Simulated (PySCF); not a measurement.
# Gd⁵⁸⁺: ionisation energy

Gd⁵⁸⁺ [He] 2s2 2p2 (3P) → Gd⁵⁹⁺ [He] 2s2 2p1 (2P), as a difference of total energies. Calculation: PySCF 2.14, in an even-tempered Gaussian basis (19 s from 34 bohr⁻², ratio 2.2; 13 p from 44 bohr⁻², ratio 2.2; 5 d from 170 bohr⁻², ratio 2.4; 5 f from 250 bohr⁻², ratio 2.4; 4 g from 380 bohr⁻², ratio 2.4); scalar relativity by spin-free X2C-1e. Correlated levels: nothing frozen; virtual orbitals above 40 to 60 times the deepest correlated orbital energy dropped. The calculations carry no spin-orbit coupling.

```json
{"method": "UHF", "ionisation energy (eV)": "12719.1"}
{"method": "LDA", "ionisation energy (eV)": "12712.1"}
{"method": "PBE", "ionisation energy (eV)": "12716.9"}
{"method": "PBE0", "ionisation energy (eV)": "12717.7"}
{"method": "r2SCAN", "ionisation energy (eV)": "12722.4"}
{"method": "PBEsol", "ionisation energy (eV)": "12713.9"}
{"method": "M06-L", "ionisation energy (eV)": "12721.3"}
{"method": "MP2 (all electrons)", "ionisation energy (eV)": "12718.9"}
{"method": "SCS-MP2 (all electrons)", "ionisation energy (eV)": "12718.5"}
```

Spin-orbit coupling is strong in these open shells (close to jj coupling). The scalar numbers leave it out and a first-order estimate fails, so it can dominate the gap to the real levels.

For this ion Breit and QED terms and the two-electron picture change, all absent here, outweigh the differences among the correlated methods.

For comparison: 13183 ± 6 eV (theoretical estimate listed by NIST; NIST Atomic Spectra Database, ionization energies).
